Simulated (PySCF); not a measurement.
Ionisation energy of K by level of theory

K [Ar] 4s1 (2S) → K⁺ [Ar] (1S), as a difference of total energies. Calculation: PySCF 2.14, in x2c-TZVPall (6s4p3d, 33 functions); the spin-free X2C one-electron Hamiltonian (Gaussian nucleus). The calculations carry no spin-orbit coupling.

| method | ionisation energy (eV) |
| --- | --- |
| UHF | 4.023 |
| TPSS | 4.259 |
| MN15 | 4.195 |

For comparison: 4.341 eV (measured; NIST Atomic Spectra Database, ionization energies).
